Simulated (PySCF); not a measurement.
Cost of excited-state runs on `[Si@@H]1(C#C)C[SiH2][C@H](F)C1`, C5H9FSi2

Cartesian coordinates in Å; atom numbers follow the order of the lines, from 1:
```xyz
17

C     3.0339   -0.8209   -1.9029
C     2.1819   -0.8018   -1.0547
Si    0.8817   -0.7485    0.2616
C    -0.8396   -1.2670   -0.3968
Si   -2.0277    0.1831   -0.0510
C    -0.9118    1.1865    1.1571
F    -1.2898    2.5297    1.1933
C     0.5471    1.0667    0.7385
H     3.7787   -0.8355   -2.6464
H     1.3144   -1.5666    1.4046
H    -1.1811   -2.1754    0.0946
H    -0.8050   -1.4985   -1.4588
H    -2.2968    0.9906   -1.2409
H    -3.2716   -0.2156    0.6115
H    -1.0335    0.8392    2.1912
H     1.2094    1.4393    1.5207
H     0.7030    1.7069   -0.1326
```

PySCF with density fitting, on 1 thread of an Intel Xeon 6975P-C, shared host. Command: `OMP_NUM_THREADS=1 python excited_run.py task.json out`

Question: How long does each of these runs take, and how much memory?
- magnetisability and related constants, B3LYP/pcseg-1; usual settings
- magnetisability and related constants, PBE0/pcSseg-1; isotopologues

Answer: 
```tsv
run	level	basis functions	wall time	peak memory (GiB)
magnetisability and related constants	B3LYP/pcseg-1	165	22 s	0.81
magnetisability and related constants	PBE0/pcSseg-1	195	30 s	0.97
```
Times from a shared host are rough.
